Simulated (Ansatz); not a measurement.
`C=C(F)BCl` + H₂O → `OBCl` + `C=CF`  (formal hydrolysis of a B–C bond)

Program: Ansatz. Geometries: PBE0-D4/def2-TZVP. ΔE: electronic, gas phase. CBS: MP2 limit from def2 TZ/QZ plus the TZ coupled-cluster correction, frozen cores. This one scheme is used for every species. DFT in def2-TZVPP. HSE06 is defined as in plane-wave codes. Each species was taken in one conformer, which may not be the lowest.

`C=C(F)BCl`:

```xyz
8

C    -0.811   -0.203    1.022
C     0.125    0.377    0.271
F     0.719    1.495    0.723
B     0.552   -0.186   -1.097
Cl    1.774    0.598   -2.046
H    -1.108    0.197    1.985
H    -1.290   -1.103    0.660
H     0.040   -1.175   -1.517
```

H₂O:

Z-matrix (Å, degrees):
```
O
H 1 0.960
H 1 0.960 2 105.1
```

`OBCl`:

Cartesian coordinates in Å:
```
O 0.922 -0.415 0.325
B -0.243 0.240 0.236
Cl -1.198 0.203 -1.250
H 1.166 -0.886 -0.478
H -0.647 0.858 1.168
```

`C=CF`:

Z-matrix (Å, degrees):
```
C
C 1 1.316
H 1 1.081 2 119.2
H 1 1.082 2 121.6 3 -180.0
F 2 1.336 1 122.3 3 180.0
H 2 1.084 1 125.7 3 0.0
```

Task: Is it downhill or uphill in electronic energy at CCSD(T)/CBS, and by how much? (An estimate is asked.)

Result: The calculation gave: Downhill: ΔE = -27.5 kcal/mol.

Task: What do these levels give: ωB97M-V, B2PLYP, PBE-QIDH, PBE, PBE0, r2SCANh, HSE06, RPA@PBE/def2-TZVPP, CCSD(T)/def2-SVP, HF/def2-TZVPP, CCSD(T)/def2-TZVPP, CCSD/CBS(def2)? (Estimate.)

Result: Ansatz gave: ωB97M-V -29.0, B2PLYP -29.4, PBE-QIDH -28.6, PBE -28.1, PBE0 -28.5, r2SCANh -28.9, HSE06 -28.4, RPA@PBE/def2-TZVPP -27.7, CCSD(T)/def2-SVP -33.5, HF/def2-TZVPP -31.6, CCSD(T)/def2-TZVPP -28.4, CCSD/CBS(def2) -28.1 kcal/mol.

Largest T1 diagnostic among the species: 0.013.

Leaving LDA and LC-ωPBE aside and taking each functional with its dispersion term where it has one, the values, not all of them listed here, spread over 3.4 kcal/mol, from CAM-B3LYP-D4 to revPBE-D4. From BLYP to BHLYP (50 % exact exchange), in def2-TZVPP and without D4, ΔE moves by −0.7 kcal/mol.
